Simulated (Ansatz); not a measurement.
`[SiH3][N]([SiH3])[AlH][Cl]` + `F[SiH3]` → `F[SiH2][AlH][Cl]` + `[SiH3]N[SiH3]`  (formal exchange of groups at the Al–N bond)

Program: Ansatz. Geometries: PBE0-D4/def2-TZVP. ΔE: electronic, gas phase. CCSD(T)/CBS is the MP2 limit (def2-TZVPP, def2-QZVPP) plus CCSD(T) − MP2 in def2-TZVPP, frozen cores. This one scheme is used for every species. Functionals use def2-TZVPP. B3LYP here is the variant with VWN-RPA as its local correlation; programs differ in this. One conformer a species, not always the lowest.

| level | ΔE (kJ/mol) | difference from CCSD(T)/CBS |
| --- | --- | --- |
| revPBE-D4 | 101.4 | -19.5 |
| r2SCAN-D4 | 116.5 | -4.4 |
| B3LYP-D4 | 115.4 | -5.5 |
| r2SCAN0-D4 | 117.8 | -3.1 |
| r2SCAN | 114.7 | -6.2 |
| B3LYP | 104.3 | -16.6 |
| BHLYP | 112.5 | -8.4 |
| MP2/def2-SVP | 138.0 | 17.1 |
| CCSD(T)/def2-TZVPP | 122.7 | 1.8 |
| MP2/CBS(def2) | 132.3 | 11.4 |
| CCSD(T)/CBS | 120.9 | 0 |

Largest T1 diagnostic among the species: 0.011.

From BLYP to BHLYP (50 % exact exchange), in def2-TZVPP and without D4, ΔE moves by +14.2 kJ/mol. At CCSD(T), def2-SVP lies +8.0 kJ/mol from the extrapolated value and def2-TZVPP +1.8 kJ/mol.
